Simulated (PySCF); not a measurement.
Bond curve of CdCl

Set-up: basis Cd def2-SVP with ECP28, Cl def2-SVP; scalar-relativistic core potentials; PySCF 2.14. Energies in eV from Cd + Cl in their ground configurations at the same level. State: ²Σ⁺ (doublet), unpaired electrons σ ↑.

```
R (Å)     M06  UHF-CCSD
2.045  -0.686          
2.140  -1.216    -1.183
2.235  -1.505    -1.454
2.307  -1.608    -1.539
2.378  -1.642    -1.550
2.449  -1.626    -1.507
2.545  -1.552    -1.390
2.663  -1.411    -1.186
2.806  -1.219    -0.908
2.996  -0.974
```

Put a parabola through the three lowest points of the M06 curve and estimate Re, k and ωe (reduced mass 26.75 u; 1 eV/Å² = 0.16022 mdyn/Å; ωe = 1302.8·√(k/μ) cm⁻¹).

Through R = 2.307, 2.378, 2.449 Å the second-order coefficient is 4.96 eV/Å², so Re ≈ 2.391 Å, k ≈ 1.59 mdyn/Å and ωe ≈ 318 cm⁻¹. A polynomial fit of higher order to the unrounded M06 energies gives Re = 2.387 Å, k = 1.51 mdyn/Å, ωe = 310 cm⁻¹; anharmonicity and rounding make the difference.

The higher-order fit for each curve: M06: Re = 2.387 Å, ωe = 310 cm⁻¹, De = 1.64 eV; UHF-CCSD: Re = 2.355 Å, ωe = 347 cm⁻¹, De = 1.55 eV.

Correlated steps freeze 5 core orbitals. Correlated levels converge slowly with the basis: in double zeta they bind strong bonds too weakly, by up to about 1 eV, and carry superposition errors of some tenths. Spin–orbit coupling is left out. The state was picked by a PBE0 search and need not be the measured ground state.
